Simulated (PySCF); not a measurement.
# Spin-Hamiltonian simulation

Molecule: `C=C(C)c1ccoc1`, C$_{7}$H$_{8}$O.

Geometry (Å), atoms numbered from 1 in this order:
```xyz
16

C    -1.487    0.266   -1.536
C    -1.006   -0.060   -0.326
C    -1.918   -0.432    0.807
C     0.432   -0.071   -0.041
C     1.528    0.234   -0.924
C     2.662    0.081   -0.192
O     2.365   -0.292    1.070
C     1.025   -0.382    1.157
H    -2.562    0.268   -1.731
H    -0.832    0.538   -2.366
H    -1.783    0.249    1.663
H    -1.703   -1.451    1.169
H    -2.972   -0.393    0.502
H     1.472    0.527   -1.970
H     3.718    0.197   -0.422
H     0.627   -0.676    2.124
```

PySCF calculation with structure optimised with PBE0-D3(BJ)/def2-SVP, J: B3LYP/pcJ-1 (without the spin–dipole term) and shieldings: GIAO KT3/pcSseg-1; relativity neglected, in vacuum, single conformer, averaged over atoms made equivalent by symmetry, fast rotation or ring inversion.

Referencing at the same level of theory: 1H (31.32 ppm) vs TMS.

Shifts (ppm): H9 4.97, H10 5.38, H11/H12/H13 1.99, H14 6.58, H15 7.18, H16 7.19.
Couplings (Hz): H9–H10: 1.6; H9–H11, H9–H12, H9–H13: -2.0; H9–H15: -0.2; H9–H16: 0.6; H10–H11, H10–H12, H10–H13: -1.4; H10–H16: 0.5; H11–H12, H11–H13, H12–H13: -15.6; H11–H16, H12–H16, H13–H16: 0.5; H14–H15: 2.4; H14–H16: 0.8; H15–H16: 1.4.

The 8-spin Hamiltonian (Zeeman plus full scalar coupling among like nuclei) was diagonalised exactly; lines are Lorentzian, 0.4 Hz wide, and the maxima above 3 % are listed with the tallest set to 100.

(1) Give the 1H peak list of this spin system at 60 MHz.

(2) And at 600 MHz?

(3) Among coupled protons with different shifts, which pair is furthest from first order, and how does the field change that?

Results:

(1) 
Hz from δ = 0 (height): 432.0 (80), 431.9 (80), 430.9 (35), 430.0 (75), 428.7 (12), 396.4 (45), 394.9 (24), 394.7 (24), 393.2 (38), 325.9 (6), 325.6 (6), 324.3 (21), 322.9 (32), 321.4 (23), 320.1 (7), 302.2 (6), 301.8 (6), 300.2 (21), 298.2 (31), 296.2 (20), 294.6 (6), 294.3 (5), 121.2 (66), 121.0 (67), 119.4 (100), 117.9 (64), 117.5 (61)

(2) 
Hz from δ = 0 (height): 4315.9 (7), 4315.4 (12), 4314.6 (23), 4314.1 (28), 4313.6 (27), 4313.2 (24), 4312.8 (19), 4312.2 (10), 4309.8 (33), 4308.4 (21), 4307.4 (33), 4306.1 (21), 3949.6 (33), 3948.8 (33), 3947.2 (33), 3946.4 (33), 3231.2 (5), 3230.7 (6), 3229.7 (17), 3229.2 (18), 3228.2 (24), 3227.9 (24), 3226.8 (18), 3226.3 (17), 3225.4 (6), 3224.9 (5), 2986.1 (4), 2985.5 (4), 2984.0 (15), 2983.6 (13), 2982.0 (22), 2980.5 (13), 2980.0 (15), 2978.5 (4), 2978.0 (4), 1196.0 (55), 1195.5 (58), 1194.5 (63), 1194.0 (100), 1193.5 (63), 1192.5 (58), 1192.0 (55)

(3) H14 and H15: Δν/J is about 15.0 at 60 MHz (close to first order) and 150.0 at 600 MHz (close to first order). J in Hz doesn't depend on the field, while Δν in Hz grows in proportion to it.

Unscaled 3J(H,H) at this level run about 10 % above measured values.
